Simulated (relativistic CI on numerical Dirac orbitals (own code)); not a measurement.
# Au5+: N6,7 absorption edge

Computed with this model: Dirac-Coulomb-Breit CI, orbitals from a KLI potential per configuration, a model potential for QED, valence Slater integrals scaled by 0.7, multiplet model of core-to-valence dipole absorption; configurations [Xe] 4f14 5d6 → [Xe] 4f13 5d7; 10 K; Lorentzian 0.3 eV and Gaussian 0.3 eV FWHM. Energies are those of the free ion, without screening or charge transfer. The branching ratio is the share of the lower-energy edge in the whole absorption, uncertain by about 0.02 where the edges overlap. S is read from ⟨S²⟩ = S(S + 1).

Field parameters in Wybourne normalisation: Oh B⁴₀ = 21Dq, B⁴₄ = √(5/14) B⁴₀. The field is a parameter set, without covalency.

free ion: ground-state S = 1.72, centroid 86.30 eV. Peaks (eV, height): 85.6 (100), 86.1 (94), 87.5 (9), 88.8 (26).

Oh, 10Dq = 10000 cm⁻¹: ground-state S = 1.23, centroid 86.35 eV. Peaks (eV, height): 85.8 (100), 87.3 (7), 89.0 (11).

Strongest unbroadened transitions for Oh, 10Dq = 10000 cm⁻¹:

```csv
Energy (eV),Relative strength
85.28,14.5
85.31,1.2
85.48,20.7
85.66,2.5
85.79,100.0
85.81,1.1
86.39,4.3
86.45,4.7
86.74,2.8
87.28,2.9
87.32,1.0
87.74,1.1
88.40,1.0
88.81,1.9
88.88,1.5
88.92,3.0
89.12,1.1
89.14,5.1
```
